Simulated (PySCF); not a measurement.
**Ga2SiH10N2 → Ga2H7N2 + silyl radical**

Reaction: Ga2SiH10N2 → Ga2H7N2 + silyl radical. Separate species in the gas phase, each in one low structure relaxed by PBE0-D3(BJ)/def2-SVP, with no frequency check at that level.

| species | role | SMILES | charge | multiplicity |
| --- | --- | --- | --- | --- |
| Ga2SiH10N2 | reactant | [SiH3][GaH-]1[NH2+][GaH2-][NH2+]1 | 0 | 1 |
| Ga2H7N2 | product | [NH2+]1[GaH-][NH2+][GaH2-]1 | 0 | 2 |
| silyl radical | product | [SiH3] | 0 | 2 |

Electronic reaction energies: PW6B95-D3(BJ)/def2-SVPD +75.9 kcal/mol (PySCF).

Problem. What does PBE0-D3(BJ)/def2-SVPD give?

Solution. +74.7 kcal/mol.
